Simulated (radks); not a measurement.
Q: All-electron atom: Pd in [Ar] 3d10 4s2 4p4 4d10 5p2 (not the ground configuration). Calculated with a radial shooting solver on a logarithmic mesh with Libxc functionals: Dirac Kohn-Sham, LDA (Slater exchange, Perdew-Zunger correlation), spin-unpolarised, spherical densities, finite nucleus; open shells fill j = l - 1/2 first; Fermi nuclear charge, rms radius 4.5318 fm. Some entries of the table are withheld. Estimate them.

| orbital | occ. | eigenvalue (eV) | r(max) (bohr) |
|---|---|---|---|
| 1s1/2 | 2 | -24138.62 | 0.02068 |
| 2s1/2 | 2 | -3537.225 | 0.1171 |
| 2p1/2 | 2 | -3284.545 | 0.09050 |
| 2p3/2 | 4 | -3125.323 | 0.09468 |
| 3s1/2 | 2 | -649.6296 | 0.3424 |
| 3p1/2 | 2 | -549.6757 | 0.3286 |
| 3p3/2 | 4 | -521.9080 | 0.3385 |
| 3d3/2 | 4 | -344.0519 | 0.2803 |
| 3d5/2 | 6 | -338.5089 | 0.2831 |
| 4s1/2 | 2 | -98.1934 | 0.8465 |
| 4p1/2 | 2 | -66.8176 | 0.8853 |
| 4p3/2 | 2 | -62.1340 | 0.9099 |
| 4d3/2 | 4 | (1) | 1.053 |
| 4d5/2 | 6 | (2) | 1.063 |
| 5p1/2 | 2 | (3) | 3.010 |
| 5p3/2 | 0 | (4) | 3.137 |

A: 
(1) 4d3/2 eigenvalue (eV): -14.6153
(2) 4d5/2 eigenvalue (eV): -14.0596
(3) 5p1/2 eigenvalue (eV): -2.9854
(4) 5p3/2 eigenvalue (eV): -2.7436
